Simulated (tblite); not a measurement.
C₇H₇ (doublet state).
Cartesian coordinates in Å at the GFN2-xTB level; atoms count from 1:
```
atom  x, y, z in Å
C1    -0.4682    2.8653   -0.6541
C2    -0.3285    1.7572   -0.2254
C3    -0.1490    0.3945    0.2533
C4     1.2828    0.0798    0.3519
C5     2.2185   -0.6420   -0.1716
C6    -0.7898   -0.5860   -0.7027
C7    -1.5554   -1.5911   -0.3191
H8    -0.5997    3.8417   -1.0142
H9    -0.6111    0.3009    1.2454
H10    2.0753   -1.3459   -0.9943
H11    3.2353   -0.5955    0.1925
H12   -0.5347   -0.4337   -1.7421
H13   -1.8101   -1.7543    0.7155
H14   -1.9661   -2.2914   -1.0270
```

Method: GFN2-xTB as coded in tblite; computed harmonic values from a numerical Hessian at the method's own geometry, unscaled. This tight-binding method is rough: wavenumbers can miss measured ones by several per cent, in bad cases by 10 to 20. One conformer, not necessarily the lowest. Open shells enter through the occupations alone, without spin polarisation, and single modes of such species can be off by tens of per cent.

Harmonic wavenumbers (cm⁻¹): 35.1, 67.9, 140.7, 180.2, 196.4, 327.6, 356.2, 391.9, 453.7, 552.8, 637.4, 657.0, 668.9, 849.7, 878.2, 884.4, 937.4, 985.7, 1009.6, 1033.6, 1089.5, 1196.9, 1217.1, 1274.2, 1374.5, 1407.8, 1683.1, 1802.2, 2288.3, 2859.7, 2882.6, 3040.5, 3071.5, 3095.4, 3120.2, 3395.4.

A = 3140, B = 2372, C = 1481 MHz; mass 91.055 u (most abundant isotopes); point group C1, symmetry number 1; spin multiplicity 2.

What is the zero-point energy?

Half the sum of the wavenumbers: 23022 cm⁻¹ = 275.40 kJ/mol.

Give the ideal-gas entropy at 500 K and 1 bar in the rigid-rotor, harmonic-oscillator model (classical rotation).

Translation 175.87, rotation 122.63, vibration 164.84, spin (R ln 2) 5.76: S = 469.1 J/(mol K).

And Cp and H(500 K) − H(0)?

Cp = 185.17 J/(mol K), of which vibrations give 151.91 (their classical limit is 36 R = 299.3); H(500 K) − H(0) = 57.62 kJ/mol without the zero-point energy, 40.99 from vibrations.

Blend soft modes into free rotors: weight 1/[1 + (100 cm⁻¹/ν̃)⁴] for the oscillator and the rest for a rotor with moment μB/(μ + B), μ = h/(8π²ν), B = 10⁻⁴⁴ kg m². What vibrational entropy results?

149.98 J/(mol K) in place of 164.84, which changes −T·S at 500 K by +7.43 kJ/mol.

What must be added to the electronic energy to get the Gibbs energy at 500 K and 1 bar?

ZPE + [H(500 K) − H(0)] − T·S = 275.40 + 57.62 − 234.55 = 98.47 kJ/mol.

Which modes carry the vibrational entropy at 500 K?

35.1 cm⁻¹: 27.38; 67.9 cm⁻¹: 21.90; 140.7 cm⁻¹: 15.89; 180.2 cm⁻¹: 13.87; 196.4 cm⁻¹: 13.17; 327.6 cm⁻¹: 9.11 J/(mol K); the other 30 give 63.53 together.

How do the functions run with temperature in this model?

| T (K) | S (J/(mol K)) | Cp (J/(mol K)) | H − H(0) (kJ/mol) | G − H(0) (kJ/mol) | ln q(vib) |
| --- | --- | --- | --- | --- | --- |
| 100 | 282.8 | 69.2 | 5.12 | -23.16 | 1.70 |
| 200 | 340.8 | 101.5 | 13.66 | -54.49 | 3.84 |
| 300 | 388.0 | 133.4 | 25.42 | -90.98 | 5.92 |
| 800 | 567.5 | 233.1 | 121.00 | -333.02 | 15.59 |
| 1000 | 621.9 | 254.3 | 169.85 | -452.08 | 19.01 |

q(vib) and H(0) count from the zero-point level.

Hindered rotation and anharmonicity are outside this model. Other conformers, if any are populated, would add a mixing term that is left out. The structure is chiral; the term R ln 2 for an equal mix with its mirror image is left out.

Time: 0.35 s wall. Hardware: one thread, Arm Neoverse V1 (aarch64) (shared host). The figure is for the frequency step alone.
